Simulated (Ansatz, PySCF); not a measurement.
B(H)(Me)(OMe) (C₂H₇BO), SMILES O(C)BC. Atoms are numbered in the order given.

```xyz
11

B     -0.3007     0.3445     0.5087
H     -1.3854    -0.0366     0.9186
C      0.4186     1.5956     1.1132
H      0.5752     1.4543     2.1964
H     -0.2302     2.4839     1.0233
H      1.3864     1.8120     0.6386
O      0.2815    -0.3420    -0.4939
C     -0.2975    -1.4727    -1.0898
H     -0.4393    -1.2884    -2.1661
H      0.3789    -2.3342    -0.9763
H     -1.2720    -1.7190    -0.6361
```
Charge 0, spin multiplicity 1.

Geometry optimised at PBE0-D3(BJ)/def2-SVP. The values are those of a single conformer.

Two levels are set side by side: PBE-D3(BJ)/def2-SVP (Ansatz, a program for electronic structure) and PBE0-D3(BJ)/def2-SVP (Ansatz). Each level has its own optimised geometry; the coordinates shown are those of the second. Frequencies come from the Hessian of PySCF at each geometry. Differences are taken from unrounded values.

| quantity | PBE0-D3(BJ) | PBE-D3(BJ) | PBE-D3(BJ) minus PBE0-D3(BJ) |
|---|---|---|---|
| mean bond length (Å) | 1.215 | 1.224 | 0.009 |
| bond B1–C3 (Å) | 1.565 | 1.570 | 0.005 |
| bond B1–O7 (Å) | 1.347 | 1.358 | 0.011 |
| bond O7–C8 (Å) | 1.403 | 1.418 | 0.015 |
| bond B1–H2 (Å) | 1.221 | 1.229 | 0.008 |
| bond C3–H4 (Å) | 1.104 | 1.112 | 0.008 |
| bond C3–H5 (Å) | 1.104 | 1.112 | 0.008 |
| bond C3–H6 (Å) | 1.099 | 1.108 | 0.008 |
| bond C8–H9 (Å) | 1.101 | 1.110 | 0.009 |
| bond C8–H10 (Å) | 1.101 | 1.110 | 0.009 |
| bond C8–H11 (Å) | 1.103 | 1.112 | 0.009 |
| highest harmonic wavenumber (cm⁻¹) | 3169 | 3079 | -90 |
| mean harmonic wavenumber (cm⁻¹) | 1498 | 1450 | -48 |
| zero-point energy (kcal/mol) | 57.82 | 55.97 | -1.85 |

GGA bonds tend to be longer and softer than those of functionals with exact exchange. Differences between two approximate levels are no errors against the true value.
